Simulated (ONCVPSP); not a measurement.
# Pseudopotential generation for C (Z = 6): ONCV, LDA (Perdew-Zunger), scalar-relativistic.

- Element: carbon (C)
- Generator: ONCVPSP 4.0.1
- Type: optimised norm-conserving Vanderbilt (ONCV)
- Functional: LDA (Perdew-Zunger)
- Relativity: scalar-relativistic
- Frozen core: [He]
- Valence charge: 4
- Reference configuration: 2s2 2p1 (charge +1)
- Partial waves: 2s: rc 1.10 bohr, ncon 3, nbas 6, qcut 7.7 1/bohr, 1 projector; 2p: rc 1.70 bohr, ncon 4, nbas 9, qcut 9.1 1/bohr, 2 projectors, debl 0.6 Ha
- Local potential: polynomial inside 1.00 bohr (lpopt 5, dvloc0 3 Ha)
- Core correction: Teter function, fcfact 4, rcfact 1.5

In the p channel the program set the typed energies aside and used -0.629, 0.250 Ha.

(1) Estimate the cutoffs (Ha) at which the residual kinetic energy of the hardest occupied pseudo-wave falls to 1 and 0.1 mHa per electron.

(2) Does the potential have ghost states?

(3) Tests: 2s2 2p2; 2s2 2p0; 2s1 2p0; 2s1 2p3. Which has the largest error in its energy relative to the reference configuration, and how large is it?

## Answers

(1) 23 Ha and 28 Ha.

(2) No bound ghost flagged; no localised positive-energy state flagged.

(3) 2s1 2p0, with +135 meV (all-electron minus pseudo) on +72.23 eV.
